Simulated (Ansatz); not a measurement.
`[H]/C=C/c1ccc(/C=C/c2ccc(/C=C/c3ccccc3)cc2)cc1`, relaxed as a singlet with RKS PBE-D4/def2-SVP in Ansatz, starting from the GFN2-xTB geometry. Force threshold 0.03 eV/Å.

Single mean-field runs in def2-SVP are fitted with def2-universal-jkfit.

Start:

```
atom   x (Å)   y (Å)   z (Å)
  H1   1.099  -5.378   8.897
  C2   1.141  -5.019   7.883
  C3   0.498  -3.916   7.514
  C4   0.480  -3.320   6.187
  C5   0.996  -3.948   5.051
  C6   0.939  -3.336   3.818
  C7   0.369  -2.067   3.653
  C8   0.318  -1.486   2.329
  C9  -0.103  -0.248   2.020
 C10  -0.177   0.339   0.701
 C11   0.164  -0.340  -0.475
 C12   0.064   0.266  -1.706
 C13  -0.381   1.587  -1.831
 C14  -0.500   2.287  -3.092
 C15  -0.260   1.788  -4.315
 C16  -0.360   2.508  -5.570
 C17  -0.714   3.858  -5.660
 C18  -0.773   4.495  -6.883
 C19  -0.482   3.806  -8.049
 C20  -0.138   2.466  -7.981
 C21  -0.078   1.827  -6.759
 C22  -0.721   2.266  -0.655
 C23  -0.622   1.660   0.575
 C24  -0.140  -1.438   4.794
 C25  -0.089  -2.053   6.024
 H26   1.736  -5.602   7.203
 H27  -0.071  -3.371   8.259
 H28   1.436  -4.930   5.131
 H29   1.342  -3.844   2.953
 H30   0.662  -2.141   1.539
 H31  -0.428   0.410   2.815
 H32   0.514  -1.360  -0.421
 H33   0.337  -0.294  -2.588
 H34  -0.816   3.317  -2.996
 H35   0.044   0.754  -4.418
 H36  -0.945   4.416  -4.765
 H37  -1.051   5.539  -6.930
 H38  -0.523   4.310  -9.004
 H39   0.087   1.920  -8.886
 H40   0.188   0.780  -6.716
 H41  -1.066   3.289  -0.718
 H42  -0.893   2.212   1.465
 H43  -0.590  -0.461   4.717
 H44  -0.495  -1.546   6.888
```

| step | energy (eV) | largest force component (eV/Å) | SCF passes |
| --- | --- | --- | --- |
| 1 | -25163.8406 | 0.899 | 21 |
| 2 | -25164.1904 | 0.220 | 21 |
| 3 | -25164.2218 | 0.061 | 21 |
| 4 (rejected) | -25164.2216 | 0.067 | 15 |
| 5 | -25164.2225 | 0.039 | 22 |
| 6 | -25164.2238 | 0.007 | 20 |
| 7 | -25164.2246 | 0.092 | 19 |
| 8 | -25164.2250 | 0.034 | 14 |
| 9 | -25164.2252 | 0.003 | 21 |
| 10 | -25164.2255 | 0.012 | 20 |
| 11 | -25164.2256 | 0.023 | 19 |

Force components are those of the run's own axes.

End:

```xyz
44

H     1.114   -5.541    8.952
C     1.107   -5.188    7.910
C     0.625   -3.965    7.593
C     0.548   -3.355    6.260
C     1.005   -3.996    5.083
C     0.906   -3.371    3.841
C     0.349   -2.072    3.700
C     0.279   -1.471    2.373
C    -0.177   -0.223    2.061
C    -0.245    0.377    0.735
C     0.139   -0.298   -0.455
C     0.060    0.320   -1.698
C    -0.408    1.655   -1.835
C    -0.510    2.347   -3.114
C    -0.215    1.842   -4.345
C    -0.317    2.535   -5.628
C    -0.719    3.890   -5.754
C    -0.801    4.502   -7.008
C    -0.485    3.783   -8.175
C    -0.083    2.442   -8.072
C     0.000    1.830   -6.816
C    -0.792    2.328   -0.648
C    -0.714    1.708    0.599
C    -0.110   -1.433    4.879
C    -0.011   -2.060    6.120
H     1.506   -5.881    7.152
H     0.238   -3.329    8.410
H     1.448   -5.001    5.143
H     1.272   -3.891    2.941
H     0.649   -2.116    1.558
H    -0.534    0.428    2.877
H     0.507   -1.334   -0.400
H     0.371   -0.243   -2.591
H    -0.872    3.387   -3.043
H     0.136    0.798   -4.417
H    -0.968    4.473   -4.855
H    -1.116    5.555   -7.079
H    -0.551    4.269   -9.161
H     0.168    1.869   -8.978
H     0.315    0.777   -6.739
H    -1.160    3.364   -0.720
H    -1.021    2.259    1.502
H    -0.556   -0.429    4.822
H    -0.377   -1.541    7.021
```

By distances, no bond broke or formed. The bond that changes most is C2–H26, from 1.08 to 1.10 Å (atoms count from 1).

The force fell under the threshold at step 6, but the optimiser went on. No frequencies were taken in this run, so the end may be a saddle point.

Hardware: 2 threads of AMD EPYC 7R13 on a shared host and a share (18 GiB) of an NVIDIA H100 80GB HBM3. Wall time 34 s.
